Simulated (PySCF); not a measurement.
PySCF 2.14.0 with density-fitted response routines calculation with GIAO PBE0/pcSseg-1 shieldings and GFN2-xTB geometry; in vacuum, one conformer, relativity neglected, rapidly exchanging positions averaged.

Chemical shifts δ = σref − σ; $^{1}$H, $^{13}$C vs TMS, all at this level. Shifts are as computed. Against solution values, carbons near 30 ppm lie about +3 ppm off and those near 130 ppm about +5 ppm. Of 1309 compounds with measured shifts, 239 miss one by over three times the rms of a fit or turn the order of signals round; such compounds aren't used in these exercises. OH and NH positions are gas-phase values without hydrogen bonding to other molecules.

(1) Order these molecules by the shift of their most shielded carbon-bound hydrogen, lowest δ first.
A. N#C/C=C(\CC#N)C[SiH2]F
B. C[Si@]1(N)C=CC(C#N)=C1F
C. C/C=C(/C#N)O[SiH2]COC

(2) Order these molecules by the shift of their most shielded carbon, lowest δ first.
A. N#C/C=C(\CC#N)C[SiH2]F
B. CN(C)[Si@@H](O)c1ccoc1
C. C/C=C(/C#N)O[SiH2]COC
D. C[Si@]1(N)C=CC(C#N)=C1F

(3) How many $^{13}$C and $^{1}$H signals does each give (equivalence by symmetry and fast rotation, but not about amide C–N or C=N bonds)? `CN(C)[Si@@H](O)c1ccoc1`, `C/C=C(/C#N)O[SiH2]COC`, `N#C/C=C(\CC#N)C[SiH2]F`, `C[Si@]1(N)C=CC(C#N)=C1F`

Results:

(1) B (0.48 ppm, hydrogen on a methyl carbon bonded to Si), C (1.94 ppm, hydrogen on an allylic methyl carbon), A (2.35 ppm, hydrogen on an allylic sp3 CH2 bonded to Si).

(2) D (-6.1 ppm, methyl carbon bonded to Si), C (14.5 ppm, allylic methyl carbon), A (26.1 ppm, allylic sp3 CH2), B (37.6 ppm, methyl carbon bonded to N).

(3) CN(C)[Si@@H](O)c1ccoc1: 5 C, 6 H; C/C=C(/C#N)O[SiH2]COC: 6 C, 5 H; N#C/C=C(\CC#N)C[SiH2]F: 6 C, 4 H; C[Si@]1(N)C=CC(C#N)=C1F: 6 C, 4 H.
